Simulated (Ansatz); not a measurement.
TiO2, relaxed as a triplet with UKS r2SCAN-D4/def2-TZVP in Ansatz, starting from the r2SCAN-D4/def2-TZVP geometry of the neutral singlet. Force threshold 0.02 eV/Å.

The structure holds one bond between oxygen atoms, so isomers without such links may lie far lower. The structure comes from a short search, and lower isomers may exist.

Start:

```xyz
3

Ti   -0.930   -0.551   -0.040
O     0.135    0.806    0.398
O     0.795   -0.255   -0.358
```

Task: Estimate the energy that the relaxation releases and the steps that it takes.

Result: 0.04 eV, in 4 steps; 20 s on 4 threads of Arm Neoverse V1 on a shared host. No frequencies were taken in this run, so the end may be a saddle point.

Task: Does the start keep its bonding and symmetry?

Result: By distances, no bond broke or formed. The bond that changes most is Ti1–O2, from 1.78 to 1.82 Å (atoms count from 1). Point group C2v at the start, C2v at the end, both within 0.05 Å.

Task: Predict the relaxed structure.

Result: 
```
atom   x (Å)   y (Å)   z (Å)
 Ti1  -0.957  -0.566  -0.041
  O2   0.152   0.808   0.394
  O3   0.805  -0.242  -0.353
```
Bond lengths: 2 × O–Ti 1.82 Å; 1 × O–O 1.44 Å.
